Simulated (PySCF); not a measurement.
**Basis and Hamiltonian dependence of the electron affinity of Ga**

Ga⁻ [Ar] 3d10 4s2 4p2 (3P) → Ga [Ar] 3d10 4s2 4p1 (2P). Calculated with PySCF 2.14 from differences of total energies of unrestricted determinants, without spin-orbit coupling. Values in eV.

| basis | Hamiltonian | functions | UHF | LDA | PBE0 | MP2 (valence) | CCSD(T) (valence) | CCSD(T) (valence and next inner shell) |
| --- | --- | --- | --- | --- | --- | --- | --- | --- |
| aug-cc-pVDZ-PP with ECP10MDF | ECP | 32 | -0.059 | 0.564 | 0.411 | 0.214 | 0.268 | n/a |
| aug-cc-pVDZ-DK | spin-free X2C | 36 | -0.062 | 0.573 | 0.415 | 0.209 | 0.263 | n/a |
| ANO-RCC-VTZP | spin-free X2C | 43 | -0.524 | -0.027 | -0.056 | -0.313 | -0.292 | -0.300 |
| def2-TZVPPD | non-relativistic | 54 | -0.416 | 0.043 | 0.008 | -0.128 | -0.070 | -0.063 |
| aug-cc-pVTZ-PP with ECP10MDF | ECP | 55 | -0.064 | 0.572 | 0.413 | 0.254 | 0.316 | n/a |
| x2c-TZVPPall with one added diffuse shell each of s, p, d type | spin-free X2C | 57 | -0.061 | 0.557 | 0.408 | 0.234 | 0.294 | 0.293 |
| aug-cc-pVTZ-DK | spin-free X2C | 59 | -0.074 | 0.539 | 0.389 | 0.238 | 0.301 | n/a |
| dyall-av2z | non-relativistic | 92 | -0.026 | 0.602 | 0.454 | 0.245 | 0.299 | n/a |
| aug-cc-pVQZ-DK | spin-free X2C | 93 | -0.065 | 0.585 | 0.420 | 0.265 | 0.325 | n/a |
| def2-QZVPPD | non-relativistic | 95 | -0.171 | 0.365 | 0.264 | 0.143 | 0.200 | n/a |
| aug-cc-pwCVTZ-PP with ECP10MDF | ECP | 96 | -0.066 | 0.573 | 0.414 | 0.252 | 0.315 | n/a |
| x2c-QZVPPall with one added diffuse shell each of s, p, d, f type | spin-free X2C | 110 | -0.064 | 0.579 | 0.415 | 0.259 | n/a | n/a |
| aug-cc-pVQZ-PP with one added diffuse shell each of s, p, d, f, g type with ECP10MDF | ECP | 114 | -0.065 | n/a | 0.434 | 0.268 | n/a | n/a |
| aug-cc-pV5Z-PP with ECP10MDF | ECP | 136 | -0.065 | 0.587 | 0.422 | 0.271 | n/a | n/a |

Extrapolation of CCSD(T) (valence) from aug-cc-pVTZ-DK and aug-cc-pVQZ-DK: the correlation parts are 0.375 and 0.390 eV; with the X⁻³ form and unrounded values, (4³ × 0.390 − 3³ × 0.375)/(4³ − 3³) = 0.401 eV, and adding the Hartree-Fock value -0.065 eV of the larger basis gives 0.336 eV.

Frozen in the all-electron rows: valence: [Ar] 3d10; valence and next inner shell: [Ne]; with a core potential, the same shells as far as they lie outside it.

At UHF, ANO-RCC-VTZP lies more than 0.3 eV from the median of the rows with comparable relativity. Of these, ANO-RCC-VTZP has no diffuse functions of the l that the added or promoted electron needs.

Non-relativistic rows lack the scalar-relativistic shift.

In most of these bases the highest occupied level of the anion is positive at LDA, PBE0, so the basis helps to hold the electron.

Between the lowest levels the reference is 0.301 eV (measured; photodetachment measurements, as compiled on the Wikipedia data page of electron affinities); it includes spin-orbit coupling, which these numbers lack.
